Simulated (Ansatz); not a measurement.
Computed with Ansatz on PBE0-D4/def2-TZVP structures; ΔE is electronic, products minus reactants. CBS: MP2 limit from def2 TZ/QZ plus the TZ coupled-cluster correction, frozen cores. DFT in def2-TZVPP. HSE06 is defined as in plane-wave codes. def2 core potentials past Kr. For Br, Zr outer-core shells are correlated without core-valence functions, which leaves a few kJ/mol of doubt a bond. Scalar relativity is left out up to krypton. One conformer a species, not always the lowest.

Reaction (ligand exchange at a Zr–C bond): `CC(C)(C)[CH2][Zr]([F])([F])[F]` + HBr → `[F][Zr]([F])([F])[Br]` + `CC(C)(C)C`

```tsv
level	ΔE (kJ/mol)	difference from CCSD(T)/CBS
PBE-D4	-203.6	0.7
B97M-V	-213.5	-9.2
PBE0-D4	-209.0	-4.7
CAM-B3LYP-D4	-210.9	-6.6
ωB97X-V	-209.7	-5.4
PBE-QIDH	-215.8	-11.5
BLYP	-218.5	-14.2
r2SCAN0	-218.7	-14.4
HSE06	-216.2	-11.9
BHLYP	-226.4	-22.1
RPA@PBE/def2-TZVPP	-196.1	8.2
MP2/def2-SVP	-207.0	-2.7
CCSD/def2-SVP	-202.5	1.8
CCSD(T)/def2-SVP	-201.2	3.1
MP2/CBS(def2)	-209.2	-4.9
CCSD/CBS(def2)	-207.1	-2.8
CCSD(T)/CBS	-204.3	0
```

Largest T1 diagnostic among the species: 0.016.

In def2-TZVPP, CCSD(T) changes the Hartree–Fock value by +38.4 kJ/mol (the triples alone add +2.8 kJ/mol) and MP2 by +33.5 kJ/mol. At CCSD(T), def2-SVP lies +3.1 kJ/mol from the extrapolated value and def2-TZVPP +1.1 kJ/mol.

CCSD(T)/CBS has its own doubt, a few kJ/mol and more with outer-core shells, so smaller differences from it don't rank the levels.
